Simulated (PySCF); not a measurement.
Two structures of GaH4Cl, singlet, reached by relaxing down either side of one saddle point (PBE0-D4/def2-TZVP). Energies are electronic, without zero-point energy. Program: PySCF 2.14 with density fitting (its default auxiliary sets; JK sets also for MP2 and CCSD(T)). Basis: def2-TZVPP and def2-QZVPP. Cores are frozen in the correlated methods. Filled d shells of the heavier atoms are correlated. The def2 sets are not built for correlating such inner shells, so the correlated values are less sure here. Extrapolation: Hartree–Fock as exp(−7.88 √X), correlation as X^−2.97. First:

Ga1  (-0.559, 0.680, 0.216)
H2  (-0.050, 1.033, -1.233)
H3  (0.160, 1.313, 1.459)
H4  (-1.922, -0.076, 0.386)
H5  (1.410, -1.336, -1.002)
Cl6  (0.986, -1.605, 0.178)
(Å)

Second:

```
6
angstrom
Ga -0.4771 0.2111 0.6546
H 0.6783 0.2778 -1.6415
H 0.3141 1.5022 1.0142
H -1.8281 0.0605 -0.1031
H 0.9532 -0.3590 -1.3527
Cl 0.3466 -1.6215 1.4385
```

(1) Which bonds change from the first to the second?

(2) Give the saddle point's structure and its height above each. (An estimate is asked for; the value comes from the calculation.)

The T1 diagnostic stays at or below 0.013.

## Answers

(1) GaH₃ + HCl → GaH₂Cl ([Cl][GaH2]) + H₂; bonds formed: Ga1–Cl6, H2–H5; bonds broken: Ga1–H2, H5–Cl6.

(2) The calculation gives: 7.92 kcal/mol above the first and 31.65 kcal/mol above the second (CCSD(T) at an estimated basis limit (MP2 extrapolated from triple and quadruple zeta, plus CCSD(T) − MP2 in triple zeta)).
```
atom    x (Å)    y (Å)    z (Å)
 Ga1  -0.4335   0.5326   0.1563
  H2   0.4883   0.1982  -1.2093
  H3   0.2596   1.5638   1.0866
  H4  -1.9180   0.1192  -0.0296
  H5   0.8071  -0.7626  -0.5875
 Cl6   0.7965  -1.6513   0.5835
```

Labels in which every atom is bracketed show which atoms are joined, not bond orders.

For scale, one of the runs: CCSD(T)/def2-TZVPP, 146 basis functions, launched by `OMP_NUM_THREADS=4 python run.py`. Hardware: 4 CPU threads of an Arm Neoverse V2, shared host. Wall time 86 s; peak host memory 0.99 GiB.
